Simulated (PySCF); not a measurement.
A geometry optimisation, step by step.

CH9GeNSi.
Bonds: C1–N2, N2–Si3, N2–Ge4. Hydrogens: H5, H6, H7 on C1; H8, H9, H10 on Si3; H11, H12, H13 on Ge4.

Method: PBE0-D3(BJ)/def2-SVP geometry optimisation, gas phase in PySCF 2.14.0; density fitting, grid level 1; the optimiser is geomeTRIC in internal coordinates, started from a GFN2-xTB structure with every atom displaced at random (about 0.01 Å). The frame can shift and turn from step to step; on so coarse a grid that alone can change the energy by a few meV, and forces under 0.02 eV/Å are noise.

Step 0: E = -67044.5097 eV, largest atomic force 1.654 eV/Å
```
atom  x, y, z in Å  |  force x, y, z in eV/Å
C1      0.384    1.421    0.237   -1.241   0.688  -0.850
N2     -0.027    0.113   -0.205    0.314  -0.424  -0.037
Si3    -1.718   -0.301   -0.095    1.401   0.220   0.121
Ge4     1.348   -1.127   -0.192   -1.605   0.106  -0.031
H5      0.397    1.525    1.314    0.165   0.137   0.898
H6     -0.354    2.188   -0.141    0.580  -0.338   0.228
H7      1.364    1.692   -0.157    0.375   0.155  -0.124
H8     -2.149   -0.401    1.301   -0.435  -0.097   0.625
H9     -2.425    0.789   -0.737   -0.687   0.549  -0.415
H10    -1.835   -1.587   -0.757   -0.337  -0.713  -0.376
H11     2.477   -0.493   -0.867    1.269   0.654  -0.745
H12     0.832   -2.336   -0.909   -0.176  -0.655  -0.406
H13     1.710   -1.500    1.198    0.378  -0.283   1.113
```

Step 1: E = -67044.7318 eV, largest atomic force 0.574 eV/Å
```
atom  x, y, z in Å  |  force x, y, z in eV/Å
C1      0.183    1.104    0.235    0.172   0.054   0.206
N2     -0.189   -0.236   -0.183   -0.111  -0.102  -0.060
Si3    -1.879   -0.653   -0.151   -0.140   0.025   0.056
Ge4     1.143   -1.511   -0.199    0.515   0.013   0.080
H5      0.211    1.234    1.340   -0.007  -0.028  -0.164
H6     -0.523    1.853   -0.162   -0.032   0.002  -0.024
H7      1.184    1.376   -0.146   -0.080  -0.016   0.005
H8     -2.436   -0.774    1.243    0.013   0.001  -0.055
H9     -2.677    0.421   -0.833    0.082  -0.056   0.004
H10    -2.081   -1.967   -0.839    0.065   0.061   0.015
H11     2.381   -0.852   -0.922   -0.438  -0.267   0.256
H12     0.628   -2.762   -0.954    0.057   0.214   0.114
H13     1.568   -1.909    1.266   -0.097   0.099  -0.433
```

Step 2: E = -67044.7552 eV, largest atomic force 0.134 eV/Å
```
atom  x, y, z in Å  |  force x, y, z in eV/Å
C1      0.188    1.105    0.241    0.007   0.032   0.042
N2     -0.193   -0.234   -0.174   -0.027  -0.049   0.017
Si3    -1.882   -0.655   -0.147   -0.024   0.031   0.001
Ge4     1.142   -1.506   -0.194    0.132   0.023   0.006
H5      0.224    1.236    1.341    0.000  -0.008  -0.022
H6     -0.522    1.852   -0.154   -0.001   0.004   0.003
H7      1.184    1.374   -0.151   -0.011   0.002  -0.014
H8     -2.456   -0.776    1.236   -0.002   0.003  -0.010
H9     -2.664    0.411   -0.849    0.007  -0.002  -0.009
H10    -2.053   -1.969   -0.836    0.013  -0.001   0.001
H11     2.353   -0.870   -0.916   -0.068  -0.039   0.029
H12     0.615   -2.739   -0.941   -0.015  -0.009  -0.007
H13     1.577   -1.906    1.238   -0.011   0.013  -0.038
```

Step 3: E = -67044.7563 eV, largest atomic force 0.050 eV/Å
```
atom  x, y, z in Å  |  force x, y, z in eV/Å
C1      0.185    1.104    0.246    0.016   0.003   0.004
N2     -0.191   -0.238   -0.169   -0.013  -0.020   0.044
Si3    -1.882   -0.652   -0.148    0.005  -0.004  -0.032
Ge4     1.148   -1.508   -0.193   -0.012   0.013  -0.012
H5      0.225    1.233    1.345    0.005  -0.003   0.003
H6     -0.530    1.848   -0.146   -0.002  -0.001   0.004
H7      1.177    1.378   -0.152    0.000   0.007  -0.008
H8     -2.466   -0.764    1.232   -0.002   0.007   0.000
H9     -2.654    0.414   -0.862   -0.001   0.001  -0.005
H10    -2.050   -1.967   -0.833   -0.003  -0.007   0.002
H11     2.349   -0.877   -0.923    0.011   0.007  -0.016
H12     0.614   -2.741   -0.937   -0.007  -0.004   0.000
H13     1.590   -1.906    1.233    0.003   0.000   0.015
```

Step 4: E = -67044.7572 eV, largest atomic force 0.069 eV/Å
```
atom  x, y, z in Å  |  force x, y, z in eV/Å
C1      0.188    1.103    0.252   -0.018  -0.013  -0.020
N2     -0.193   -0.239   -0.161    0.017  -0.002   0.054
Si3    -1.884   -0.652   -0.151    0.019   0.009  -0.038
Ge4     1.148   -1.507   -0.192   -0.064  -0.011  -0.021
H5      0.237    1.231    1.351    0.007  -0.002   0.011
H6     -0.530    1.848   -0.132   -0.003  -0.002   0.007
H7      1.176    1.378   -0.155    0.002   0.002  -0.004
H8     -2.481   -0.757    1.223   -0.002   0.005   0.004
H9     -2.648    0.409   -0.879   -0.008   0.000  -0.003
H10    -2.044   -1.972   -0.830   -0.004  -0.002   0.005
H11     2.341   -0.878   -0.932    0.041   0.021  -0.028
H12     0.606   -2.740   -0.930    0.004  -0.003   0.006
H13     1.599   -1.902    1.232    0.009  -0.002   0.028
```

Step 5: E = -67044.7589 eV, largest atomic force 0.113 eV/Å
```
atom  x, y, z in Å  |  force x, y, z in eV/Å
C1      0.189    1.098    0.269   -0.034  -0.032  -0.044
N2     -0.194   -0.244   -0.143    0.037   0.026   0.055
Si3    -1.886   -0.648   -0.162    0.027  -0.001  -0.043
Ge4     1.151   -1.507   -0.191   -0.107  -0.025  -0.025
H5      0.262    1.219    1.367    0.010   0.003   0.018
H6     -0.542    1.841   -0.095   -0.002  -0.001   0.010
H7      1.165    1.382   -0.160    0.006   0.002   0.005
H8     -2.514   -0.726    1.200    0.001   0.005   0.009
H9     -2.629    0.406   -0.924   -0.011  -0.003   0.001
H10    -2.038   -1.978   -0.822   -0.008   0.003   0.004
H11     2.327   -0.882   -0.961    0.051   0.023  -0.025
H12     0.595   -2.746   -0.909    0.016  -0.001   0.011
H13     1.628   -1.890    1.228    0.015   0.001   0.024
```

Step 6: E = -67044.7604 eV, largest atomic force 0.077 eV/Å
```
atom  x, y, z in Å  |  force x, y, z in eV/Å
C1      0.190    1.091    0.289   -0.030  -0.030  -0.032
N2     -0.195   -0.251   -0.122    0.035   0.035   0.029
Si3    -1.888   -0.642   -0.178    0.012  -0.004  -0.023
Ge4     1.153   -1.508   -0.190   -0.072  -0.022  -0.017
H5      0.293    1.203    1.386    0.007   0.003   0.011
H6     -0.556    1.832   -0.047   -0.001  -0.002   0.008
H7      1.152    1.386   -0.165    0.005   0.001   0.007
H8     -2.550   -0.687    1.169    0.003   0.003   0.006
H9     -2.608    0.400   -0.978   -0.008  -0.005   0.001
H10    -2.035   -1.984   -0.815   -0.004   0.005   0.000
H11     2.310   -0.888   -0.995    0.027   0.008  -0.007
H12     0.586   -2.758   -0.882    0.013   0.002   0.009
H13     1.662   -1.871    1.223    0.012   0.005   0.008
```

Step 7: E = -67044.7609 eV, largest atomic force 0.024 eV/Å
```
atom  x, y, z in Å  |  force x, y, z in eV/Å
C1      0.190    1.087    0.300   -0.011  -0.013  -0.007
N2     -0.195   -0.253   -0.112    0.015   0.019   0.001
Si3    -1.889   -0.638   -0.188   -0.002  -0.004  -0.002
Ge4     1.152   -1.510   -0.191   -0.020  -0.010  -0.004
H5      0.309    1.193    1.396    0.003   0.002   0.003
H6     -0.565    1.827   -0.018    0.000   0.000   0.003
H7      1.144    1.390   -0.166    0.001   0.001   0.003
H8     -2.566   -0.667    1.152    0.002   0.001   0.002
H9     -2.599    0.397   -1.006   -0.002  -0.003   0.000
H10    -2.034   -1.986   -0.814    0.000   0.003  -0.002
H11     2.301   -0.894   -1.014    0.005  -0.001   0.001
H12     0.582   -2.767   -0.864    0.003   0.002   0.003
H13     1.682   -1.857    1.219    0.005   0.004   0.000
```

Step 8: E = -67044.7610 eV, largest atomic force under 0.02 eV/Å
```
atom  x, y, z in Å  |  force x, y, z in eV/Å
C1      0.190    1.086    0.305   -0.002  -0.003   0.006
N2     -0.195   -0.253   -0.109    0.003   0.006  -0.011
Si3    -1.889   -0.637   -0.192   -0.003  -0.002   0.004
Ge4     1.151   -1.510   -0.191    0.002  -0.003   0.003
H5      0.315    1.189    1.400    0.000   0.000   0.000
H6     -0.568    1.826   -0.007    0.000   0.000   0.000
H7      1.141    1.393   -0.165    0.000   0.000   0.000
H8     -2.570   -0.661    1.146    0.001   0.000   0.000
H9     -2.597    0.395   -1.015    0.000  -0.001   0.000
H10    -2.032   -1.986   -0.815    0.001   0.001  -0.002
H11     2.298   -0.899   -1.022   -0.002  -0.003   0.001
H12     0.580   -2.771   -0.856   -0.001   0.001   0.000
H13     1.689   -1.850    1.218    0.001   0.003  -0.001
```

Q: Summarise the path.

A: The energy falls by 5.80 kcal/mol from step 0 to step 8; nine tenths of that is first reached at step 2. It falls at every step. The largest force goes from 1.654 to under 0.02 eV/Å. Among the bonds Ge4–H11 changes most, from 1.460 to 1.543 Å; the atoms move by 0.146 Å rms after alignment.

Q: Follow the three bonds and two angles with the largest change from start to end.

A: 
```
step  E above end (kcal/mol)  largest force (eV/Å)  Ge4–H11 (Å)  Ge4–H13 (Å)  Si3–H9 (Å)  H9–Si3–H10 (°)  N2–Si3–H9 (°)
   0                    5.80                 1.654        1.460        1.484       1.450           115.1          105.5
   1                    0.67                 0.574        1.578        1.576       1.502           110.4          109.6
   2                    0.13                 0.134        1.546        1.549       1.497           110.5          109.1
   3                    0.11                 0.050        1.540        1.546       1.497           110.5          109.0
   4                    0.09                 0.069        1.538        1.545       1.497           110.5          109.0
   5                    0.05                 0.113        1.538        1.545       1.498           110.5          109.0
   6                    0.01                 0.077        1.540        1.545       1.498           110.5          109.2
   7                    0.00                 0.024        1.542        1.546       1.498           110.4          109.4
   8                    0.00            under 0.02        1.543        1.546       1.498           110.4          109.5
```

The cost below is that of the whole optimisation. Time: 59 s of wall time; peak memory 0.51 GiB. Hardware: one thread of an Arm Neoverse V1, shared host with 32 logical CPUs at a one-minute load of 20.
